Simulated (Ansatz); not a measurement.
C2H7FGaN (`C[CH](F)[GaH][NH2]`). Total charge 0; spin multiplicity 1. The geometry is a stationary point of PBE0-D4/def2-TZVP. It is one conformer, not always the lowest.

```xyz
12

C     0.082   -0.246   -1.847
C    -0.720   -0.121   -0.572
F    -1.023   -1.411   -0.103
Ga    0.195    0.869    0.902
N     0.489   -0.117    2.391
H    -0.466   -0.823   -2.598
H     1.041   -0.740   -1.674
H     0.283    0.747   -2.260
H    -1.683    0.352   -0.799
H     0.673    2.357    0.868
H     0.939    0.210    3.228
H     0.190   -1.075    2.463
```

(1) What is the dipole moment at r2SCAN/def2-TZVPP? (Best estimate.)

(2) And with PBE, B3LYP, ωB97M-V? (Estimate.)

(3) Give the Mulliken charges with r2SCAN, PBE, B3LYP in def2-TZVPP. (An estimate is asked.)

## Answers

(1) Computed: 0.89 D, with components (0.41, 0.79, -0.07) D in this frame, pointing from negative to positive charge.

(2) Ansatz gave: PBE 0.78 D, B3LYP 1.00 D, ωB97M-V 1.05 D.

(3) Ansatz gave: 
| atom | r2SCAN | PBE | B3LYP |
| --- | --- | --- | --- |
| C1 | -0.15 | -0.26 | -0.26 |
| C2 | 0.12 | 0.09 | 0.10 |
| F3 | -0.26 | -0.23 | -0.27 |
| Ga4 | 0.25 | 0.16 | 0.24 |
| N5 | -0.44 | -0.37 | -0.39 |
| H6 | 0.05 | 0.09 | 0.09 |
| H7 | 0.05 | 0.09 | 0.09 |
| H8 | 0.05 | 0.09 | 0.08 |
| H9 | 0.04 | 0.07 | 0.07 |
| H10 | -0.04 | -0.03 | -0.04 |
| H11 | 0.16 | 0.15 | 0.14 |
| H12 | 0.17 | 0.16 | 0.15 |

B3LYP here is the variant with VWN-RPA as its local correlation; programs differ in this.
